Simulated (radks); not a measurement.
The numbers below are computed, except where a source is named.
The tellurium anion Te2-, [Xe], held by a Watson sphere: a shell of charge +2.23 at radius R that stands for the Madelung well of a crystal (potential energy -2.23/R inside, -2.23/r outside, in hartree with lengths in bohr). Level of theory: scalar-relativistic Kohn-Sham, PBE, spin-polarised, spherical densities, finite nucleus; Fermi nuclear charge, rms radius of each element as measured or else 0.836 A^(1/3) + 0.57 fm (a radial shooting solver on a logarithmic mesh with Libxc functionals). Response by self-consistent Sternheimer equations with the Hartree and adiabatic LDA kernel, the relativistic mass of each level held fixed and spin-orbit coupling left out. The sphere does not respond.

R (bohr)  e(4d) (eV)  e(5s) (eV)  e(5p) (eV)  <r> 5p (bohr)  sum of <r^2> (bohr^2)  X-ray form factor at sin(theta)/lambda = 0.1 1/angstrom  alpha (bohr^3)
2.59         -42.457     -17.847      -8.987          2.615                  76.33                                                   49.329           40.27
2.89         -41.854     -17.049      -8.464          2.697                  79.71                                                   49.192           46.49
3.31         -41.208     -16.060      -7.708          2.805                  84.33                                                   49.021           57.08
3.32         -41.194     -16.038      -7.690          2.807                  84.44                                                   49.018           57.36
3.53         -40.912     -15.598      -7.319          2.857                  86.67                                                   48.943           63.53
3.73         -40.657     -15.208      -6.974          2.902                  88.73                                                   48.879           69.95
3.77         -40.607     -15.134      -6.906          2.911                  89.14                                                   48.866           71.30
4.96         -39.276     -13.325      -5.135          3.131                  100.3                                                   48.596           122.6
